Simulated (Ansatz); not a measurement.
Geometry optimisation, RKS B3LYP-D4/def2-SVP (Ansatz).

Input file:

```yaml
crystal:
  periodic: [false, false, false]
  atoms:
    - { symbol: Al, position_ang: [-0.2463, 0.6304, -0.2522] }
    - { symbol: H, position_ang: [1.2584, -0.69, -0.3336] }
    - { symbol: Cl, position_ang: [-1.3173, 0.3223, -1.9231] }
    - { symbol: Cl, position_ang: [0.4144, 2.1803, 0.8397] }
    - { symbol: H, position_ang: [0.6447, -1.0893, 0.3179] }
    - { symbol: Cl, position_ang: [-0.7539, -1.3537, 1.3513] }
basis:
  gaussian: { orbitals: def2-SVP }
hamiltonian:
  xc: b3lyp
  dispersion: d4
relax:
  f_tol: 0.15
  max_steps: 25
  restrain:
    - { distance: [0, 5], at: 3.53, k: 30.0 }
    - { distance: [4, 1], at: 1.92, k: 30.0 }
    - { distance: [0, 1], at: 1.52, k: 30.0 }
    - { distance: [4, 5], at: 1.33, k: 30.0 }
output:
  orbitals: {}
```

Launched with:

```bash
$ ansatz run input.yaml --threads 2 --pin off --max-ram 3072MiB --backend cpu --events-out ev --progress --plain --runs-dir out
```

Problem. Where does it end, and by what steps?

Solution. The forces met the threshold. The restraints hold the end off the free minimum. After 6 steps the energy has fallen by 0.350 eV (the restraints' own energy left out); H5 moved furthest, 0.84 Å. Joined: Al1–H2 (2.00 → 1.54 Å), H5–Cl6 (1.76 → 1.31 Å).

```json
{"step": "0", "energy less start (eV)": "0.0000", "largest force component (eV/Å)": "3.258", "accepted": "yes"}
{"step": "1", "energy less start (eV)": "0.4541", "largest force component (eV/Å)": "2.873", "accepted": "yes"}
{"step": "2", "energy less start (eV)": "0.1729", "largest force component (eV/Å)": "2.170", "accepted": "yes"}
{"step": "3", "energy less start (eV)": "-0.1665", "largest force component (eV/Å)": "0.894", "accepted": "yes"}
{"step": "4", "energy less start (eV)": "-0.2631", "largest force component (eV/Å)": "0.446", "accepted": "yes"}
{"step": "5", "energy less start (eV)": "-0.3300", "largest force component (eV/Å)": "0.460", "accepted": "yes"}
{"step": "6", "energy less start (eV)": "-0.3500", "largest force component (eV/Å)": "0.419", "accepted": "yes"}
```

```xyz
6
Properties=species:S:1:pos:R:3
Al 0.121 0.777 -0.579
H 1.099 -0.393 -0.390
Cl -1.344 0.714 -2.072
Cl 0.305 2.499 0.598
H 0.401 -1.741 0.788
Cl -0.581 -1.855 1.654
```

Run time: 8.5 s on 2 threads of Intel(R) Xeon(R) Platinum 8488C (Sapphire Rapids), on a shared host, peak memory 0.19 GiB.
